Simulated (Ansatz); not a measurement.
`FCCOC(F)F`, relaxed with RKS PBE0-D4/def2-TZVP in Ansatz 0.2.0 from a PBE-D4/def2-SVP geometry. The force threshold is 0.005 eV/Å; the program also tests the step.

The species carries charge 0 and has multiplicity 1.

Start:

```xyz
12

F     0.966    1.591    0.068
C     0.586    0.746    1.104
C    -0.677   -0.008    0.735
O    -0.486   -1.073   -0.191
C    -0.058   -0.731   -1.447
F     1.307   -0.806   -1.523
F    -0.555   -1.648   -2.308
H     1.415    0.033    1.309
H     0.400    1.362    2.013
H    -1.100   -0.482    1.644
H    -1.431    0.720    0.352
H    -0.366    0.296   -1.757
```

Question: By how much does the energy fall, and how many steps does the optimiser take? (Estimate.)

Answer: Computed: 5.29 kJ/mol, in 8 steps, 1 of them rejected.

Question: Which bonds change most? (Estimate.)

Answer: The calculation gave: C5–H12 from 1.116 to 1.095 Å; C2–H9 from 1.114 to 1.095 Å; C2–H8 from 1.112 to 1.093 Å; C3–H11 from 1.116 to 1.097 Å.

Question: Give the relaxed structure. (Estimate.)

Answer: Computed: 
```xyz
12

F     1.003    1.587    0.124
C     0.583    0.748    1.139
C    -0.651   -0.003    0.719
O    -0.411   -1.068   -0.181
C    -0.068   -0.734   -1.449
F     1.272   -0.804   -1.615
F    -0.604   -1.649   -2.274
H     1.399    0.060    1.372
H     0.357    1.365    2.014
H    -1.100   -0.468    1.599
H    -1.380    0.698    0.295
H    -0.400    0.268   -1.743
```
